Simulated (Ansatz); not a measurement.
Reaction (ligand exchange at the In–C bond): `OC=C=[CH][InH2]` + CH₃SH → `C[S][InH2]` + `C=C=CO`

Gas-phase electronic energies from Ansatz, PBE0-D4/def2-TZVP geometries. CCSD(T)/CBS is the MP2 limit (def2-TZVPP, def2-QZVPP) plus CCSD(T) − MP2 in def2-TZVPP, frozen cores. This one scheme is used for every species. DFT in def2-TZVPP. B3LYP here is the variant with VWN-RPA as its local correlation; programs differ in this. HSE06 is defined as in plane-wave codes. Elements past krypton have def2 core potentials. For In outer-core shells are correlated without core-valence functions, which leaves a few kJ/mol of doubt a bond. One conformer a species, not always the lowest.

`OC=C=[CH][InH2]`:

```xyz
10

O     1.307   -2.031    1.292
C     1.392   -1.143    0.256
C     0.773    0.007    0.168
C     0.096    1.113    0.040
In   -1.811    1.079   -0.950
H     0.707   -1.674    1.954
H     2.065   -1.486   -0.521
H     0.519    2.045    0.416
H    -2.666    2.556   -1.201
H    -2.382   -0.465   -1.454
```

CH₃SH:

Z-matrix (Å, degrees):
```
C
S 1 1.806
H 1 1.089 2 111.5
H 1 1.089 2 111.5 3 -123.8
H 1 1.090 2 106.2 3 118.1
H 2 1.342 1 97.1 3 61.9
```

`C[S][InH2]`:

Z-matrix (Å, degrees):
```
C
S 1 1.820
H 1 1.090 2 112.0
H 1 1.090 2 108.9 3 120.6
H 1 1.090 2 108.9 3 -120.6
In 2 2.375 1 103.3 3 -0.6
H 6 1.718 2 113.6 1 0.1
H 6 1.710 2 116.4 1 -180.0
```

`C=C=CO`:

```xyz
8

C     1.160   -0.492    0.904
C     0.060   -0.162    0.291
C    -1.048    0.165   -0.315
O    -1.160    0.825   -1.502
H     1.649   -1.447    0.724
H     1.633    0.171    1.625
H    -2.018   -0.078    0.104
H    -0.276    1.018   -1.831
```

```csv
level,ΔE (kcal/mol),difference from CCSD(T)/CBS
PBE0-D4,-22.8,-0.3
B3LYP-D4,-22.7,-0.2
HSE06-D4,-22.8,-0.3
ωB97M-V,-22.2,0.3
PBE-QIDH,-22.1,0.4
PBE0,-22.8,-0.3
r2SCAN0,-23.1,-0.6
HSE06,-22.8,-0.3
BHLYP,-22.8,-0.3
CAM-B3LYP,-22.2,0.3
LC-ωPBE,-21.8,0.7
CCSD/def2-SVP,-22.2,0.3
CCSD(T)/def2-SVP,-22.1,0.4
MP2/def2-QZVPP,-21.6,0.9
SCS-MP2/def2-QZVPP,-21.5,1.0
MP2/CBS(def2),-22.2,0.3
CCSD(T)/CBS,-22.5,0
```

Largest T1 diagnostic among the species: 0.014.

Leaving LDA and LC-ωPBE aside and taking each functional with its dispersion term where it has one, the values, not all of them listed here, spread over 1.3 kcal/mol, from B97M-V to ωB97X-V. In def2-TZVPP, CCSD(T) changes the Hartree–Fock value by +1.6 kcal/mol (the triples alone add +0.0 kcal/mol) and MP2 by +1.9 kcal/mol.

CCSD(T)/CBS has its own doubt, a few kJ/mol and more with outer-core shells, so smaller differences from it don't rank the levels.
